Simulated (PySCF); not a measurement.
# Löwdin shares of the frontier orbitals

C5H6N2Si.
Cartesian coordinates in Å at the PBE0-D3(BJ)/def2-SVP level; atoms count from 1:
```xyz
14
C5H6N2Si angstrom
C     -2.5300   -1.9940    0.7927
C     -1.4544   -1.4592    0.6204
C     -0.2277   -0.7709    0.4176
N      0.9722   -1.3012    0.3123
C      1.8176   -0.2518    0.1271
C      1.1209    0.9348    0.1204
N     -0.2022    0.6064    0.3074
Si    -1.6119    1.7017    0.3820
H     -3.4742   -2.4838    0.9452
H      2.8907   -0.3950    0.0069
H      1.4479    1.9651    0.0009
H     -2.5522    1.3777   -0.7231
H     -1.0403    3.0653    0.2154
H     -2.2806    1.5598    1.7021
```

The calculation used TDDFT B3LYP/def2-SVPD, vertical, gas phase, core orbitals frozen in the response in PySCF 2.14.0, density-fitted response routines.

Kohn–Sham orbitals with the atoms that hold most of them (Löwdin shares over 4%, at most four atoms; ? is withheld):

```tsv
orbital	ε (eV)	atoms
HOMO-3	-8.28	C2 42%, C1 42%, C3 5%
HOMO-2	-8.14	N4 30%, N7 25%, C5 16%, C3 7%
HOMO-1	-7.77	N4 68%, C5 10%, C3 9%
HOMO	-6.40	?
LUMO	-1.07	?
LUMO+1	-0.30	Si8 36%, H12 10%, H14 10%, H13 10%
LUMO+2	0.05	Si8 33%, C1 13%, C2 11%, H14 8%
```

Task: Which atoms hold the LUMO, and with what shares?

Result: C1 (bonded to C and H) 19%; N4 (bonded to 2 C) 15%; C2 (bonded to 2 C) 14%; C3 (bonded to C and 2 N) 14%. By element: carbon 47% or more, nitrogen 15% or more.

Task: Give the leading atoms of the HOMO.

Result: C6 (bonded to C, N and H) 23%; C5 (bonded to C, N and H) 18%; C1 (bonded to C and H) 15%; C3 (bonded to C and 2 N) 14%.

Task: How does S1 compare with the orbital gap of 5.33 eV?

Result: S1 is at 5.01 eV (f = 0.286), 0.31 eV below the gap, made of HOMO→LUMO (92%). Without the coupling terms of the response equations the lowest excitation would equal the gap.

Task: One configuration dominates each of S1, S2 and S3. Which, and how do the shares of the two leading atoms of either orbital change from the occupied to the empty one?

Result: 
- S1 (5.01 eV, f 0.286), HOMO→LUMO (92%): C6 23% → at most 14%, C5 18% → at most 14%, C1 15% → 19%, N4 at most 14% → 15%
- S2 (5.18 eV, f 0.0004), HOMO→LUMO+1 (84%): C6 23% → at most 11%, C5 18% → at most 11%, Si8 at most 14% → 36%, H12 at most 14% → 10%
- S3 (5.47 eV, f 0.0004), HOMO-1→LUMO (92%): N4 68% → 15%, C5 10% → at most 14%, C1 at most 4% → 19%
